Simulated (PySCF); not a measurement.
**Excitation energy of Ni by level of theory**

Ni [Ar] 3d8 4s2 (3F) → Ni [Ar] 3d9 4s1 (3D), as a difference of total energies. All numbers are calculated (PySCF 2.14, the spin-free X2C one-electron Hamiltonian (Gaussian nucleus), in x2c-TZVPPall). Correlated levels: valence and next inner shell: [Ne] frozen. The calculations carry no spin-orbit coupling.

| method | excitation energy (eV) |
| --- | --- |
| UHF | 1.749 |
| MP2 (valence and next inner shell) | -1.014 |
| SCS-MP2 (valence and next inner shell) | -0.502 |
| CCSD (valence and next inner shell) | 0.356 |
| CCSD(T) (valence and next inner shell) | 0.235 |

Question: How much does correlation contribute at CCSD(T) (valence and next inner shell)?

Answer: 0.235 − (1.749) = -1.514 eV, measured against UHF.

A first-order spin-orbit estimate (lowest level to lowest level, LS coupling) adds 0.049 eV.
